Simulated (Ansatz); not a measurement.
Isolated molecules relaxed with PBE0-D4/def2-TZVP in Ansatz; ΔE leaves out vibrations. CCSD(T)/CBS is the MP2 limit (def2-TZVPP, def2-QZVPP) plus CCSD(T) − MP2 in def2-TZVPP, frozen cores. This one scheme is used for every species. DFT in def2-TZVPP. def2 core potentials past Kr. For Te outer-core shells are correlated without core-valence functions, which leaves a few kJ/mol of doubt a bond. Each species was taken in one conformer, which may not be the lowest.

`N[SiH2][TeH]` → `N[SiH]` + H₂Te  (silylene formation by 1,1-elimination)

`N[SiH2][TeH]`:

Z-matrix (Å, degrees):
```
Si
Te 1 2.513
N 1 1.714 2 118.0
H 1 1.483 2 102.2 3 -120.1
H 1 1.482 2 108.8 3 121.4
H 2 1.658 1 91.9 3 -68.0
H 3 1.008 1 118.5 2 81.9
H 3 1.008 1 119.5 2 -57.9
```

`N[SiH]`:

Z-matrix (Å, degrees):
```
N
Si 1 1.707
H 1 1.008 2 126.3
H 1 1.008 2 121.7 3 -180.0
H 2 1.532 1 94.1 3 -0.0
```

H₂Te:

Cartesian coordinates in Å:
```
Te -0.742 -0.228 -0.045
H 0.230 0.344 1.167
H 0.512 -0.116 -1.121
```

CCSD(T)/CBS gives +223.5 kJ/mol.

Another level gave +218.7 kJ/mol. Which?
A. BHLYP/def2-TZVPP
B. PBE-D4/def2-TZVPP
C. PBE0/def2-TZVPP
D. r2SCANh/def2-TZVPP

B. PBE-D4 218.7, r2SCANh 235.0, PBE0 224.2, BHLYP 213.8 kJ/mol.

What do rigid-rotor, harmonic-oscillator terms from PBE0-D4/def2-TZVP frequencies (298.15 K, 1 bar) make of the CCSD(T)/CBS value? (Estimate.)

The calculation gave: ΔZPE = -12.7 kJ/mol, ΔH = +213.6 kJ/mol, ΔS = 141 J/(mol·K), ΔG = +171.4 kJ/mol.

Largest T1 diagnostic among the species: 0.015.

From PBE to PBE0 (25 % exact exchange), in def2-TZVPP and without D4, ΔE moves by +14.2 kJ/mol. The D4 term adds +14.0 kJ/mol with B3LYP and +7.6 kJ/mol with PBE0; it sums over pairs of atoms, weighted by their polarisabilities, and B3LYP, whose exchange is more repulsive, gets the larger term. At CCSD(T), def2-SVP lies −32.7 kJ/mol from the extrapolated value and def2-TZVPP −13.2 kJ/mol.

B3LYP here is the variant with VWN-RPA as its local correlation; programs differ in this.
